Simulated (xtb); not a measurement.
C3H3BFNO, SMILES FB1N=CC=CO1. All values are semi-empirical tight-binding results from xtb (GFN2-xTB unless named), good for trends rather than for accurate numbers. Geometry optimised at GFN2-xTB. The structure was generated by enumeration, and PubChem lists no compound with its InChIKey, so it may never have been made.

| Property | Result |
|---|---|
| point group as xtb finds it | Cs |
| orbital gap | 2.24 eV |
| dipole moment | 4.53 D |
| zero-point energy | 39.9 kcal/mol |
| G − E(el) at 298.15 K (modified RRHO) | 21.6 kcal/mol |
| static polarisability (D4 model) | 57.6 bohr³ |
| solvation energy, GFN2-xTB/ALPB(water) | -4.5 kcal/mol |
| solvation energy, GFN2-xTB/ALPB(methanol) | -5.9 kcal/mol |

Computed IR lines (harmonic; lines under 4 % of the strongest left out, lines within 3 cm⁻¹ merged):
ν (cm⁻¹): 560 (w), 667 (m), 1017 (w), 1095 (w), 1102 (m), 1284 (m), 1354 (vs), 1366 (m), 1497 (s), 1637 (s), 2995 (w) (against the strongest line: vs over 80 %, s over 45 %, m over 15 %, w over 4 %, vw less)
